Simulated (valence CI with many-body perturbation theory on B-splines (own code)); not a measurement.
# Valence orbitals of Ba50+

Level of theory: relativistic CI+MBPT: four valence electrons over a frozen Dirac-Fock core [He], radial functions for each j: 11 s, 11 p, 10 d, 8 f, 5 g, 2 h, with the one-electron correlation potential Σ1 (screened to all orders), the two-electron term Σ2, the three-electron term Σ3, Breit, model QED; selected single and double excitations, second order for the rest, scaled by the run's own slope (own B-spline code, finite nucleus).

No measured spectrum was set against this ion. As an estimate, large intervals hold to a few tenths of a per cent, small ones and those within an open d or f shell to about a per cent. Among the levels kept, up to 910 cm⁻¹ of a level comes from second order outside the variational space, and about a tenth of that is noise between levels of different J, which matters for small intervals.

These are the spectroscopic orbitals of the CI (the correlating ones are not listed), shaped by the core and the other valence electrons. h is the expectation value of the core's Dirac-Fock operator, without the valence repulsion; Σ1 is computed up to l = 3 at one energy for each symmetry, that of its lowest orbital but kept below the first core excitation, so for empty shells it is not the orbital's own correlation shift; Breit and QED include the response of the core.

```
Orbital  h (hartree)  Σ1 (cm⁻¹)  Breit (cm⁻¹)  QED (cm⁻¹)  ⟨r⟩ (bohr)
  2s1/2      -390.52      -1403         49527       55031      0.1047
  3s1/2      -170.59       -344         13717       15814      0.2432
  4s1/2      -94.871       -135          5466        6463      0.4414
  5s1/2       -60.26      -66.5          2734        3252      0.6982
  6s1/2      -41.624      -37.7          1559        1860       1.014
  7s1/2       -30.46      -23.4           972        1162       1.387
  2p1/2      -385.82      -3508         98851        -255     0.08738
  3p1/2      -169.25       -781         26493        -211      0.2275
  4p1/2      -94.316       -299         10591       -96.3      0.4270
  5p1/2      -59.979       -147          5288       -50.3      0.6852
  6p1/2      -41.463      -82.7          3014       -29.3       1.002
  7p1/2      -30.359      -51.3          1880       -18.5       1.377
  2p3/2      -369.52      -2639         37445        5583     0.09273
  3p3/2      -164.42       -589         10156        1458      0.2351
  4p3/2      -92.288       -226          4585         588      0.4370
  5p3/2      -58.946       -111          2303         295      0.6977
  6p3/2      -40.867      -62.8          1318         169       1.017
  7p3/2      -29.985      -39.0           824         105       1.395
  3d3/2      -163.87       -274           953        -172      0.1992
  4d3/2      -92.056       -117           521       -52.6      0.4023
  5d3/2      -58.828      -60.2           267       -22.9      0.6641
  6d3/2      -40.799      -34.9           162       -12.1      0.9847
  7d3/2      -29.942      -22.0           105        -7.2       1.363
  3d5/2      -162.44       -248           312         485      0.2018
  4d5/2       -91.45       -105           170         222      0.4055
  5d5/2      -58.517      -54.1          82.5         117      0.6679
  6d5/2      -40.619      -31.4          49.9        68.9      0.9892
  7d5/2      -29.829      -19.8          32.3        43.8       1.369
  4f5/2      -91.375      -22.5           5.5       -71.3      0.3493
  5f5/2      -58.482      -12.7           4.5       -35.2      0.6123
  6f5/2        -40.6       -7.7           3.0       -19.9      0.9342
  7f5/2      -29.817       -5.0           2.1       -12.3       1.314
  4f7/2      -91.081      -21.6           1.6        62.8      0.3510
  5f7/2      -58.331      -12.2           1.3        33.8      0.6142
  6f7/2      -40.512       -7.4           0.8        20.0      0.9364
  7f7/2      -29.762       -4.8           0.6        12.8       1.317
  5g7/2       -58.32                      0.0       -22.6      0.5365
  6g7/2      -40.505                      0.0       -13.1      0.8589
  7g7/2      -29.757                      0.0        -8.2       1.240
  5g9/2       -58.23                      0.0        18.1      0.5378
  6g9/2      -40.453                      0.0        10.6      0.8603
  7g9/2      -29.724                      0.0         6.7       1.241
  6h9/2      -40.453                                           0.7623
 6h11/2      -40.418                                           0.7633
```

Among the shells of the start configuration 2s2 2p2, Σ1 is largest in size for 2p1/2, where it is 0.0041 % of h.

Lowest root of each symmetry, sizes in configuration state functions:

```
J  Parity  Roots  Reference  Variational  Second order  Change by selected CI (cm⁻¹)  Change by second order (cm⁻¹)
0    even     18         53        26460         51913                        -19322                              0
1    even     33        124        31999        154913                        -17164                           -156
2    even     36        150        31999        318531                        -18715                           -358
3    even     21        123        31994        292729                        -18832                           -331
4    even      9         83        31998        174437                        -14791                           -104
5    even      3         46        28465        131396                        -19243                            -15
0     odd     14         49        25275         39847                        -22406                             -1
1     odd     34        127        31992        193428                        -24468                           -164
2     odd     34        147        31994        271796                        -18601                           -321
3     odd     20        122        32000        265338                        -19297                           -343
4     odd      8         82        31993        156786                        -20849                           -118
5     odd      2         45        27488        115765                        -26931                            -13
```
